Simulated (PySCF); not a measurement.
**Two-component Hartree-Fock for In²⁴⁺ (indium, charge +24)**

Start: [Ar] 3d7; 3d3/2 filled at m_j = -3/2, -1/2, +1/2, +3/2; 3d5/2 filled at m_j = +1/2, +3/2, +5/2. Calculated with PySCF 2.14 in an uncontracted even-tempered set (17 s from 3.2 bohr⁻², ratio 2.8; 12 p from 4.2 bohr⁻², ratio 2.8; 8 d from 4.2 bohr⁻², ratio 2.8; 3 f from 17 bohr⁻², ratio 3): generalised Hartree-Fock with the X2C-1e Hamiltonian and a Gaussian nucleus; one run each with spin-orbit coupling (SO) switched off, then screened by Boettger's factors.

```csv
spinor shell,electrons,"ε, spin-free (eV)","ε, screened SO (eV)",weight of nominal j (screened SO),"rms radius, screened SO (bohr)"
1s1/2,2,-28965.1,-28962.3,1.000,0.0340
2s1/2,2,-5158.3,-5157.2,1.000,0.139
2p1/2,2,-4714.9,-4864.9,1.000,0.120
2p3/2,4,-4714.9,-4645.2,1.000,0.125
3s1/2,2,-1625.9,-1625.6,1.000,0.358
3p1/2,2,-1475.4,-1511.6,0.980,0.349
3d3/2,4,-1267.5,-1272.8,0.812,0.325
3d5/2,3,-1267.5,-1262.0,0.800,0.327
```

Where does 3p3/2 lie, and what is the 3p spin-orbit splitting (screened SO)?

At -1458.4 eV, 53.201 eV above 3p1/2.

```json
{"quantity": "E (hartree)", "spin-free": "-5565.06259", "screened SO": "-5566.61613"}
{"quantity": "M_J", "spin-free": "9/2", "screened SO": "9/2"}
{"quantity": "⟨J²⟩", "spin-free": "24.751", "screened SO": "24.751"}
{"quantity": "⟨L²⟩", "spin-free": "12.000", "screened SO": "13.477"}
{"quantity": "⟨S²⟩", "spin-free": "3.750", "screened SO": "3.242"}
```

Each row is a mean over spinors that exchange with the open shell spreads, by up to 28.911 eV (3p3/2).

Rows whose weight is well below 1 are mixtures of j = l ± 1/2: exchange outweighs spin-orbit coupling there, and the label is only the starting occupation.

Breit and QED terms are absent; they matter most for the inner s and p1/2 levels.

Densities and radii are taken from the X2C orbitals without a picture-change correction, which distorts them close to the nucleus.

Without spin-orbit coupling the j labels of p, d and f shells carry no meaning; the spin-free column gives the mean over the occupied spinors of each nl shell.
